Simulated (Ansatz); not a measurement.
This geometry of Cl2F2Ti + H2 (7 atoms, charge 0, multiplicity 1) is a first-order saddle point.

These are results of RKS B3LYP-D4/def2-SVP (Ansatz), not measurements.

```xyz
7
Properties=species:S:1:pos:R:3
Ti 0.195 0.264 -0.059
F -0.467 0.695 1.870
Cl 1.866 0.134 -1.458
Cl -1.231 1.595 -1.024
F -0.326 -1.373 0.092
H 1.449 0.938 1.064
H 0.592 0.936 1.756
```

Which two structures does it join? (They come from a converged band through this point; their orientation in space is the band's.)

Bonds broken: H6–H7. Bonds formed: Ti1–H6, F2–H7. Cl2F2Ti + H2 becomes Cl2F2H2Ti.

Image 0:

```xyz
7
Properties=species:S:1:pos:R:3
Ti -0.170 -0.290 -0.158
F -0.154 -0.300 1.572
Cl 1.869 -0.355 -0.919
Cl -1.198 1.490 -0.878
F -1.021 -1.694 -0.694
H 1.529 2.394 1.394
H 1.225 1.943 1.924
```

Image 8:

```xyz
7
Properties=species:S:1:pos:R:3
Ti 0.332 0.219 -0.187
F -0.526 0.763 1.896
Cl 1.813 -0.068 -1.751
Cl -1.185 1.577 -0.992
F -0.147 -1.375 0.295
H 1.495 0.943 0.814
H 0.297 1.130 2.165
```

How far does it lie above each of them?

1.88 eV above the first and 0.13 eV above the second. This is the barrier of this one path; another mechanism may lie lower. The orbitals stay closed-shell, which can raise the energy where a bond breaks towards radicals; this wasn't checked here.

The run took 7.8 min on 2 threads of Arm Neoverse V1, with other jobs on the host, peak memory 0.27 GiB.
